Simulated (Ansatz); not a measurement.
Reactions of C₂H₆GeO₂Si (`O[SiH2]C#[C][GeH2][OH]`).

Isolated molecules relaxed with PBE0-D4/def2-TZVP in Ansatz; ΔE leaves out vibrations. CCSD(T)/CBS adds triple-zeta CCSD(T) − MP2 to the extrapolated MP2 energy (def2 sets, frozen cores). This one scheme is used for every species. Functionals use def2-TZVPP. For Br, Ge outer-core shells are correlated without core-valence functions, which leaves a few kJ/mol of doubt a bond. Scalar relativity is left out up to krypton. Each species was taken in one conformer, which may not be the lowest.

```json
{"reaction": "`O[SiH2]C#[C][GeH2][OH]` + `O[SiH3]` → `[OH][GeH2][O][SiH3]` + `C#C[SiH2]O`", "CCSD(T)/CBS(def2) (kJ/mol)": "?"}
{"reaction": "`O[SiH2]C#[C][GeH2][OH]` + `NC=O` → `O=CN[SiH2]O` + `C#[C][GeH2][OH]`", "CCSD(T)/CBS(def2) (kJ/mol)": "-31"}
{"reaction": "`O[SiH2]C#[C][GeH2][OH]` + `O[SiH2][SiH3]` → `[OH][GeH2][SiH3]` + `O[SiH2]C#C[SiH2]O`", "CCSD(T)/CBS(def2) (kJ/mol)": "-39"}
{"reaction": "`O[SiH2]C#[C][GeH2][OH]` + `C[SiH](O)F` → `C[SiH](F)O[SiH2]O` + `C#[C][GeH2][OH]`", "CCSD(T)/CBS(def2) (kJ/mol)": "-86"}
{"reaction": "`O[SiH2]C#[C][GeH2][OH]` + `[GeH3][Br]` → `[OH][GeH2][Br]` + `O[SiH2]C#[C][GeH3]`", "CCSD(T)/CBS(def2) (kJ/mol)": "-8"}
```

(1) Fill in the missing values. (Estimate.)

Largest T1 diagnostic: 0.016, for `NC=O`.

Answers

(1) Ansatz gave: `O[SiH2]C#[C][GeH2][OH]` + `O[SiH3]` → `[OH][GeH2][O][SiH3]` + `C#C[SiH2]O`: -37.1 kJ/mol.
